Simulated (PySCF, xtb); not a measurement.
C4H8OSi, SMILES C[SiH]1CC(=O)C1.

GFN2-xTB (xtb) at its own geometry gives an orbital gap of 3.99 eV and a dipole moment of 4.22 D.

Coordinates come from a B3LYP-D3(BJ)/def2-SVP optimisation. This is a generated structure with no PubChem entry under its InChIKey; it may be hypothetical.

Question: What does PBE0/def2-TZVP (PySCF) give? (An estimate is asked for; the answer gives what the named calculation found.)

Answer: gap 6.40 eV (levels -6.97 and -0.57 eV), dipole 3.98 D.
